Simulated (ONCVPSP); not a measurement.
# What one change does to a pseudopotential (N (Z = 7), ONCV)

ONCVPSP 4.0.1 input, shortened (lines: element, Z, core and valence counts, functional; n l f; lmax; l rc ep ncon nbas qcut; lloc lpopt rc5 dvloc0; l nproj debl; icmod fcfact rcfact), LDA (Perdew-Zunger), scalar-relativistic:

```
  N 7.00    1    2        3      upf
    1    0    2.00
    2    0    2.00
    2    1    2.75
    2
    0    1.00    0.00    4    9    5.10
    1    2.05    0.00    4    8    6.20
    2    1.85    0.10    5    8    5.60
    4    4    0.80    4.00
    0    2    2.10
    1    2    2.50
    2    2    3.10
    2    0.20    1.20
```

Change: s: qcut 6.9; p: qcut 8.4; d: qcut 7.6.

Cutoffs: the cutoffs (Ha) at which the residual kinetic energy of the hardest occupied pseudo-wave falls to 1 and 0.1 mHa per electron; they do not see the model core or the augmentation charge, which bear on the density cutoff. Errors are all-electron minus pseudo energies relative to the spin-unpolarised reference configuration.

**Question.** What does the change do?

**Answer.** The potential gets softer (139 Ha and 234 Ha → 26 Ha and 193 Ha); of the 4 tests that both files solve, the error grows in 0 and shrinks in 4 by more than 15 % and 0.3 meV (median size 61.4 → 31.4 meV); neither file shows a bound ghost.

| quantity | base | changed |
| --- | --- | --- |
| cutoff, loose | 139 Ha | 26 Ha |
| cutoff, tight | 234 Ha | 193 Ha |
| loose cutoff by channel | s 139 Ha, p 15 Ha | s 26 Ha, p 19 Ha |
| bound ghosts | none | none |
| GHOST(+) flags under 300 eV | none | none |
| error for 2s2 2p3, meV [ΔE -2.19 eV] | +2.7 | +1.5 |
| error for 2s2 2p2, meV [ΔE 11.55 eV] | +54 | +30 |
| error for 2s2 2p1, meV [ΔE 40.51 eV] | +531 | +313 |
| error for 2s1 2p3, meV [ΔE 23.00 eV] | -69 | -33 |
| s: phases at 1.01 bohr within 0.05 rad from the reference energy up to (Ha; the scan ends near 5) | to the end of the scan | to the end of the scan |
| p: phases at 2.08 bohr within 0.05 rad from the reference energy up to (Ha; the scan ends near 5) | to the end of the scan | to the end of the scan |
| d: phases at 1.88 bohr within 0.05 rad from the reference energy up to (Ha; the scan ends near 5) | to the end of the scan | to the end of the scan |
| rms error of d²Exc/dni dnj with the model core, mHa | 1.27 | 1.44 |
